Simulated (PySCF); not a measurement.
# Correlation energy of B⁺ (boron, charge +1)

[He] 2s2, closed-shell 1S. Calculation: PySCF 2.14, in aug-cc-pVDZ-DK (4s3p2d, 23 functions); scalar relativity by spin-free X2C-1e. Frozen: 1s2; 2 electrons correlated.

Total MP2 correlation energy: -32.66 mhartree.

Same-spin part 0.00 and opposite-spin part -32.66 mhartree; SCS-MP2 scales them by 1/3 and 6/5 to -39.19 mhartree.

With two correlated electrons CCSD is exact within the correlated space (frozen core and kept virtual orbitals).

| level | correlation energy (mhartree) |
| --- | --- |
| CCSD | -58.66 |

Diagnostics: T1 = 0.012, D1 = 0.0167, largest double amplitude 0.151.

A double-excitation amplitude exceeds 0.15, a sign of near-degeneracy.

Cost of the coupled-cluster step: 0.09 s of wall time on 1 thread of Neoverse-N1 (shared host), for 2 correlated electrons.

Iterations:

```
CC2 = 0
CCSD nocc = 1, nmo = 22
frozen orbitals [0]
max_cycle = 100
direct = 0
conv_tol = 1e-08
conv_tol_normt = 1e-06
diis_space = 8
diis_start_cycle = 0
Init t2, MP2 energy = -24.274498217486  E_corr(MP2) -0.0326577441316482
Init E_corr(CCSD) = -0.0326577441316489
cycle = 1  E_corr(CCSD) = -0.0459007688308801  dE = -0.0132430247  norm(t1,t2) = 0.0677684
cycle = 2  E_corr(CCSD) = -0.0521221754949002  dE = -0.00622140666  norm(t1,t2) = 0.0354815
cycle = 3  E_corr(CCSD) = -0.0587805515002237  dE = -0.00665837601  norm(t1,t2) = 0.0188117
cycle = 4  E_corr(CCSD) = -0.0586319610094621  dE = 0.000148590491  norm(t1,t2) = 0.000416765
cycle = 5  E_corr(CCSD) = -0.0586802453073495  dE = -4.82842979e-05  norm(t1,t2) = 0.000118848
cycle = 6  E_corr(CCSD) = -0.0586576984564253  dE = 2.25468509e-05  norm(t1,t2) = 6.27561e-05
cycle = 7  E_corr(CCSD) = -0.0586579560111155  dE = -2.5755469e-07  norm(t1,t2) = 2.58493e-06
cycle = 8  E_corr(CCSD) = -0.0586581681139392  dE = -2.12102824e-07  norm(t1,t2) = 5.20419e-07
cycle = 9  E_corr(CCSD) = -0.0586581526537877  dE = 1.54601515e-08  norm(t1,t2) = 1.04525e-07
cycle = 10  E_corr(CCSD) = -0.0586581317330903  dE = 2.09206974e-08  norm(t1,t2) = 5.95283e-08
cycle = 11  E_corr(CCSD) = -0.0586581322847688  dE = -5.51678481e-10  norm(t1,t2) = 6.4551e-09
CCSD converged
E(CCSD) = -24.3004986056391  E_corr = -0.05865813228476878
```
